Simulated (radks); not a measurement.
Q: Pr49+, configuration [Ne] (the NIST ground configuration). All-electron calculation, scalar-relativistic Kohn-Sham, exchange-only LDA, spin-polarised, spherical densities, point nucleus. Program: a radial shooting solver on a logarithmic mesh with Libxc functionals. Some entries of the table are withheld. Estimate them.

orbital  occ.  eigenvalue (eV)  <1/r> (bohr^-1)
1s          2        -45358.03            64.68
2s          2        -10073.49              (1)
2p          6              (2)            14.35
3s          0        -4170.905              (3)
3p          0        -3971.892              (4)

A: 
(1) 2s <1/r> (bohr^-1): 15.21
(2) 2p eigenvalue (eV): -9410.457
(3) 3s <1/r> (bohr^-1): 6.312
(4) 3p <1/r> (bohr^-1): 6.041
